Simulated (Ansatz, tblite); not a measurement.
Removing and adding an electron: the cluster Al₅As₅ (the lowest singlet isomer of a short search). Charge 0, multiplicity 1. Geometry: PBE-D4/def2-SVP. Ansatz, gas phase; energy differences of separate SCF runs; the oxidised species was run as a doublet alone; the reduced species was run as a doublet alone.

| atom | x (Å) | y (Å) | z (Å) |
| --- | --- | --- | --- |
| Al1 | -0.198 | 1.254 | 1.418 |
| Al2 | -1.555 | -0.986 | 0.485 |
| Al3 | 2.333 | 0.097 | 0.952 |
| Al4 | -1.020 | 1.194 | -1.383 |
| Al5 | 0.832 | -2.375 | -0.079 |
| As6 | 0.293 | -1.080 | 2.169 |
| As7 | 1.195 | 2.089 | -0.555 |
| As8 | -0.835 | -1.264 | -1.951 |
| As9 | -2.498 | 1.274 | 0.567 |
| As10 | 1.453 | -0.204 | -1.623 |

The xTB rows come from tblite. The structure comes from a short search, and lower isomers may exist.

| level | −HOMO (eV) | vertical IE (eV) | −LUMO (eV) | vertical EA (eV) | HOMO–LUMO gap (eV) | IE − EA (eV) | remarks |
| --- | --- | --- | --- | --- | --- | --- | --- |
| GFN1-xTB | 8.30 | 10.49 | 7.29 | 5.20 | 1.02 | 5.29 | – |
| GFN2-xTB | 7.55 | 9.81 | 6.63 | 4.38 | 0.92 | 5.43 | – |
| PBE-D4/def2-SVP | 5.14 | 7.03 | 3.83 | 2.07 | 1.31 | 4.95 | restricted SCF unstable in HF (singlet) |
| PBE0-D4/def2-SVP | 5.80 | 7.06 | 3.41 | 2.21 | 2.39 | 4.85 | restricted SCF unstable in HF (singlet), spin-contaminated (⟨S²⟩ 0.86) (+1 doublet) |

Relaxing the reduced species (PBE-D4/def2-SVP) changes its energy by -0.17 eV at PBE-D4/def2-SVP, so the adiabatic electron affinity to this nearest minimum is 2.24 eV. At PBE0-D4/def2-SVP it is 2.38 eV.  Run but left out: HF/def2-SVP (singlet: restricted singlet, unstable towards broken spin symmetry).   Raw xTB energy differences between charge states are shifted by several eV; the methods need an empirical correction for them. Sets without diffuse functions give affinities that are too small.
